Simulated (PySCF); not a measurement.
# Electric field gradients and quadrupole coupling constants

C2H12OSSi3.
Atom-mapped SMILES: `[CH3:1][C@@H:2]([SiH2:3][O:4][SiH3:5])[S:6][SiH3:7]` (hydrogens: H8, H9, H10 on C1; H11 on C2; H12, H13 on Si3; H14, H15, H16 on Si5; H17, H18, H19 on Si7)

Cartesian coordinates in Å at the GFN2-xTB level; atoms count from 1:
```xyz
19
C2H12OSSi3 angstrom
C     -0.3665    1.5970    0.3372
C     -0.5307    0.3470   -0.5065
Si     1.0593   -0.1709   -1.4320
O      2.2775   -0.3299   -0.3912
Si     2.9840   -0.5425    1.0606
S     -1.0388   -1.0654    0.5711
Si    -3.1628   -0.9506    0.3871
H      0.4293    1.4507    1.0656
H     -1.2844    1.8351    0.8755
H     -0.1072    2.4437   -0.2974
H     -1.3424    0.4855   -1.2226
H      0.8496   -1.4605   -2.0801
H      1.4545    0.9109   -2.3330
H      2.0687   -1.2536    1.9461
H      3.2821    0.8037    1.5527
H      4.1923   -1.3026    0.7526
H     -3.5110   -1.1915   -1.0112
H     -3.6534   -1.9814    1.2822
H     -3.6101    0.3845    0.7757
```

Field gradients from the PBE0/pcSseg-1 density (PySCF, non-relativistic), principal values in atomic units, ordered |Vxx| ≤ |Vyy| ≤ |Vzz|:

| atom | Vxx | Vyy | Vzz |
| --- | --- | --- | --- |
| O4 | -0.4620 | -0.6474 | 1.1094 |
| S6 | 0.1447 | 2.1370 | -2.2817 |

Task: Find the asymmetry η = (Vxx − Vyy)/Vzz and the couplings χ = eQV/h (234.96 MHz × Q in barn × V in au), with Q(17O) = −0.0256 b, Q(33S) = −0.0678 b.

Result: 
```tsv
atom	environment	nucleus	η	χzz (MHz)	χxx (MHz)	χyy (MHz)
O4	siloxane oxygen	17O	0.17	-6.67	2.78	3.89
S6	sulfur bonded to C and Si	33S	0.87	36.35	-2.31	-34.04
```

The tensor is traceless: Vxx + Vyy + Vzz = 0.

Task: What is Vzz at O4 in SI units (1 au = 9.71736 × 10²¹ V/m²)?

Result: 1.1094 au = 10.780 × 10²¹ V/m².

Task: What couplings would deuterons (Q(2H) = 0.00286 b) have in place of the hydrogens, at this geometry?

Result: 
```tsv
atom	bonded to	bond length (Å)	Vzz (au)	η	χzz (kHz)
H8	C1	1.089	0.3113	0.04	209
H9	C1	1.090	0.3083	0.03	207
H10	C1	1.089	0.3113	0.03	209
H11	C2	1.091	0.3068	0.05	206
H12	Si3	1.458	0.1630	0.02	110
H13	Si3	1.462	0.1605	0.00	108
H14	Si5	1.459	0.1612	0.03	108
H15	Si5	1.464	0.1592	0.03	107
H16	Si5	1.460	0.1621	0.02	109
H17	Si7	1.461	0.1631	0.02	110
H18	Si7	1.451	0.1712	0.02	115
H19	Si7	1.461	0.1638	0.02	110
```

Geometry: GFN2-xTB, one conformer, isolated molecule. GFN2-xTB bond lengths can be off by several hundredths of an ångström, more for odd bonds, and the gradients follow them. The small basis limits the accuracy of the gradients.
